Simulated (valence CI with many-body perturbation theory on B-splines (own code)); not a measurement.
**Questions on Co6+**

Computed by valence CI with perturbative core correlation (CI+MBPT): three valence electrons over a frozen Dirac-Fock core [Ar], a basis of 7 s, 7 p, 8 d, 6 f, 4 g, 1 h functions for each j, with the one-electron correlation potential Σ1 (screened to all orders), the two-electron term Σ2, the three-electron term Σ3, Breit, model QED; selected single and double excitations, second order for the rest, scaled by the run's own slope (own B-spline code, finite nucleus).

Against 6 measured levels this calculation errs by 329 cm⁻¹ on average and by 706 at most. These come from a selection out of Sugar and Corliss, J. Phys. Chem. Ref. Data 10, 1097 (1981). Levels without a partner in it may be off by more, other configurations by 1,000 to 8,000 cm⁻¹. The list stops below the first excitations out of the core. Only levels of the ground parity were solved; by the run's estimate the other parity begins above the list, which can be wrong where configurations are misplaced.

Rates and lifetimes use the calculated energies. Strong lines usually hold to 10 to 20 %, long lifetimes can be off by a factor of two.

(1) What is the ground level?

(2) What is the ionisation energy?

(3) How well does LS coupling describe the low levels?

(4) Name the longest-lived excited levels whose lifetime is computed, and their main decay.

(5) How is the term 4F of the ground level split?

Results:

(1) 3d3 4F_3/2, composition 100 % 3d3 4F, g = 0.399.

(2) 128.73 eV; NIST lists 128.9 ± 0.5 eV (semi-empirical).

(3) Among the lowest 20 levels the leading LS term, summed over configurations, holds 95 % on average. For single configurations the figures are 94 % in LS and 62 % in jj coupling. Terms mix most in the J = 3/2 level at 3.724 eV, where the leading one holds 53 %.

(4) 3d3 4F_5/2 at 0.087 eV lives 67.2 s, mostly by M1 to 3d3 4F_3/2; 3d3 4F_7/2 at 0.201 eV lives 29.5 s, mostly by M1 to 3d3 4F_5/2; 3d3 4F_9/2 at 0.337 eV lives 28.1 s, mostly by M1 to 3d3 4F_7/2.

(5) J = 3/2 at 0.000, J = 5/2 at 0.087, J = 7/2 at 0.201, J = 9/2 at 0.337 eV.
